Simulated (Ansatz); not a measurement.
```yaml
crystal:
  periodic: [false, false, false]
  atoms:
    - {symbol: Br, position_ang: [-2.886148, -1.806765, 1.084436]}
    - {symbol: B, position_ang: [0.026357, -0.028507, -0.009559]}
    - {symbol: Br, position_ang: [3.246485, -0.876709, 1.314613]}
    - {symbol: Br, position_ang: [-0.281625, 2.598028, -2.427851]}
basis:
  gaussian: {orbitals: 6-31G}
hamiltonian: {xc: {name: PBE0}}
```

```sh
$ ansatz run in.yaml --threads 4 --pin off --events-out ev --progress --plain --max-ram 10444MiB
```

It prints (some lines left out):

```
Functional definition: PBE0
909 factors; integrals over basis functions are off by at most 8.4e-4 eV
mean field evaluation 1: about -210747.7101 eV, gradient 2.1e1 eV
mean field evaluation 2: about -210579.1808 eV, gradient 1.7e2 eV
mean field evaluation 4: about -210747.5083 eV, gradient 2.6e1 eV
mean field evaluation 8: about -210751.1246 eV, gradient 7.6e-2 eV
mean field evaluation 16: about -210751.1246 eV, gradient 5.4e-6 eV
mean field -210751.13072624 eV, -7744.9612019420 hartree, gradient 1.6e-6 eV, S^2 0.000000; 7 other end points of the search recorded, 0 dependent functions left out
reference -210751.13075670 eV, -7744.9612030617 hartree; 55, 55 occupied and 41, 41 virtual orbitals, 909 factors
Total energy: -210751.13075670 eV, -7744.9612030617 hartree
```

(1) Something in this input is off. What?

Results:

(1) The coordinates are in bohr but typed as ångström. The run converged. The result belongs to that input, not to the molecule as meant.
